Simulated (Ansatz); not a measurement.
# Torsion profile

CH3FGeS (SMILES C[S][Ge][F]), singlet, at its PBE0-D4/def2-TZVP minimum:

| atom | x (Å) | y (Å) | z (Å) |
| --- | --- | --- | --- |
| C1 | -0.6055 | 0.4392 | 0.5055 |
| S2 | -0.8871 | -0.7298 | -0.8504 |
| Ge3 | 1.1201 | -1.3691 | -1.5660 |
| F4 | 2.1183 | -0.4198 | -0.4560 |
| H5 | -1.0684 | 1.3893 | 0.2422 |
| H6 | -1.0767 | 0.0436 | 1.4043 |
| H7 | 0.4604 | 0.5787 | 0.6748 |

The dihedral angle C1–S2–Ge3–F4 (0.0° at the minimum) is set to the values below, the two halves turning rigidly about the central bond. Each method's energies count from its own value at the PBE0-D4 minimum structure. Program: Ansatz 0.2.0. Basis: def2-TZVPP. Cores are frozen in the correlated methods. Filled d shells of the heavier atoms are correlated. The def2 sets are not built for correlating such inner shells, so the correlated values are less sure here. B3LYP uses VWN-RPA correlation.

| dihedral angle (°) | CCSD(T) (kcal/mol) | B3LYP-D4 (kcal/mol) | wB97M-V (kcal/mol) | r2SCAN-D4 (kcal/mol) |
| --- | --- | --- | --- | --- |
| -171.1 | 1.969 | 2.010 | 2.165 | 2.080 |
| -135.1 | 7.314 | 7.340 | 7.276 | 7.703 |
| -99.1 | 13.345 | 13.677 | 13.078 | 14.525 |
| -63.1 | 10.180 | 10.316 | 9.914 | 10.983 |
| -27.1 | 2.376 | 2.365 | 2.282 | 2.509 |
| 8.9 | 0.262 | 0.260 | 0.250 | 0.278 |
| 44.9 | 6.049 | 6.058 | 5.855 | 6.432 |
| 80.9 | 13.031 | 13.362 | 12.743 | 14.241 |
| 116.9 | 11.016 | 11.157 | 10.829 | 11.777 |
| 152.9 | 3.957 | 3.975 | 4.064 | 4.147 |

Largest difference from the CCSD(T) curve over the scan: PBE-D4 0.576; PBE0-D4 0.154; HF 1.158; MP2 0.088 kcal/mol. Each curve counts from its own value at the minimum.

T1 diagnostic: at most 0.015. The restricted Hartree–Fock reference is unstable towards an unrestricted one here.

For scale, one of the runs: CCSD(T)/def2-TZVPP, 194 basis functions (an equivalent command: `ansatz run in.yaml --threads 4`). Hardware: 4 CPU threads, shared host. Wall time 94 s; peak host memory 2.2 GiB.
